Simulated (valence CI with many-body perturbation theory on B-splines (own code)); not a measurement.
Level structure of Pt65+

Calculated by configuration interaction combined with many-body perturbation theory (CI+MBPT): three valence electrons over a frozen Dirac-Fock core [Ne], radial functions for each j: 9 s, 9 p, 8 d, 6 f, 3 g, 1 h, with the one-electron correlation potential Σ1, the two-electron term Σ2, the three-electron term Σ3, Breit, model QED; selected CI, second order for the rest, scaled by the run's own slope (own B-spline code, finite nucleus).

The last digits are not significant, and no measured levels were compared; by estimate large intervals hold to a few tenths of a per cent, small ones and those within an open d or f shell to about a per cent.

Levels 1 to 34 of 34, with energies above the lowest level, (3s^2 3p1/2) J=1/2. "Leading %" is the weight of the configuration and term that name the level; weights of strongly mixed levels are sums over their largest components and can fall short, so below about 35 % the name and the second component can differ from the true leading terms, or belong to a minority configuration. In the jj column 3d3/2^4 stands for four electrons in 3d with j = 3/2.

```
No.  Configuration  Term    J  E (× 10³ cm⁻¹)  Leading %   Second component              Leading jj
  1         3s2 3p   2P°  1/2            0.00        100                         3s^2 3p1/2 (100 %)
  2         3s 3p2    4P  1/2          1473.6         51     31 % 3s 3p2 2S       3s 3p1/2^2 (99 %)
  3         3s2 3p   2P°  3/2          3774.1         99                          3s^2 3p3/2 (99 %)
  4         3s 3p2    4P  3/2          4982.1         88      9 % 3s 3p2 2D   3s 3p1/2 3p3/2 (99 %)
  5         3s 3p2    2D  5/2          5140.6         62     37 % 3s 3p2 4P   3s 3p1/2 3p3/2 (98 %)
  6         3s 3p2    2D  3/2          5316.4         47     29 % 3s 3p2 2P   3s 3p1/2 3p3/2 (79 %)
  7         3s 3p2    2P  1/2          5406.7         69     30 % 3s 3p2 4P   3s 3p1/2 3p3/2 (99 %)
  8         3s2 3d    2D  3/2          5796.8         78     13 % 3s 3p2 2D       3s^2 3d3/2 (78 %)
  9         3s2 3d    2D  5/2          6561.0         98                          3s^2 3d5/2 (98 %)
 10       3s 3p 3d   4F°  3/2          6748.4         31       22 % 3p3 2P°   3s 3p1/2 3d3/2 (53 %)
 11       3s 3p 3d   4F°  3/2          6859.8         47       19 % 3p3 2P°   3s 3p1/2 3d3/2 (60 %)
 12       3s 3p 3d   4F°  5/2          6956.3         41  32 % 3s 3p 3d 2F°   3s 3p1/2 3d3/2 (99 %)
 13       3s 3p 3d   4D°  1/2          7187.2         56  37 % 3s 3p 3d 2P°   3s 3p1/2 3d3/2 (99 %)
 14       3s 3p 3d   4D°  3/2          7253.4         30  28 % 3s 3p 3d 2P°   3s 3p1/2 3d3/2 (85 %)
 15       3s 3p 3d   4P°  5/2          7801.5         38  31 % 3s 3p 3d 4D°  3s 3p1/2 3d5/2 (100 %)
 16       3s 3p 3d   4F°  7/2          7928.2         41  36 % 3s 3p 3d 2F°   3s 3p1/2 3d5/2 (99 %)
 17       3s 3p 3d   2F°  5/2          8015.3         51  22 % 3s 3p 3d 2D°   3s 3p1/2 3d5/2 (98 %)
 18       3s 3p 3d   2P°  3/2          8053.9         37  34 % 3s 3p 3d 2D°   3s 3p1/2 3d5/2 (93 %)
 19         3p2 3d    2D  3/2          8597.0         41     34 % 3p2 3d 4F    3p1/2^2 3d3/2 (99 %)
 20         3s 3p2    4P  5/2          8856.0         62     38 % 3s 3p2 2D       3s 3p3/2^2 (99 %)
 21         3s 3p2    2S  1/2          9180.2         68     18 % 3s 3p2 4P       3s 3p3/2^2 (99 %)
 22         3s 3p2    2P  3/2          9240.4         60     31 % 3s 3p2 2D       3s 3p3/2^2 (99 %)
 23         3p2 3d    2D  5/2          9574.9         34     20 % 3p2 3d 4D    3p1/2^2 3d5/2 (99 %)
 24            3p3   2D°  5/2           10468         65  14 % 3s 3p 3d 2D°    3p1/2 3p3/2^2 (65 %)
 25            3p3   4S°  3/2           10515         49       42 % 3p3 2D°    3p1/2 3p3/2^2 (91 %)
 26            3p3   2P°  1/2           10662         77  15 % 3s 3p 3d 2P°    3p1/2 3p3/2^2 (77 %)
 27       3s 3p 3d   4D°  3/2           10733         43  34 % 3s 3p 3d 4P°   3s 3p3/2 3d3/2 (96 %)
 28       3s 3p 3d   4P°  1/2           10749         75  16 % 3s 3p 3d 4D°   3s 3p3/2 3d3/2 (92 %)
 29       3s 3p 3d   4D°  5/2           10777         36  23 % 3s 3p 3d 4F°   3s 3p3/2 3d3/2 (76 %)
 30       3s 3p 3d   4F°  7/2           10794         42  40 % 3s 3p 3d 2F°   3s 3p3/2 3d3/2 (96 %)
 31       3s 3p 3d   2D°  3/2           11041         60  19 % 3s 3p 3d 4P°   3s 3p3/2 3d3/2 (91 %)
 32       3s 3p 3d   2F°  5/2           11145         64        9 % 3p3 2D°   3s 3p3/2 3d3/2 (90 %)
 33       3s 3p 3d   2P°  1/2           11197         62  20 % 3s 3p 3d 4D°   3s 3p3/2 3d3/2 (84 %)
 34       3s 3p 3d   4F°  9/2           11400        100                     3s 3p3/2 3d5/2 (100 %)
```

The ionisation energy to 3s2 1S_0 of the next ion comes out as 7664.2 eV (NIST: 7660 ± 30 eV (theoretical)). All 34 levels together are meant to be complete up to 11483 × 10³ cm⁻¹.
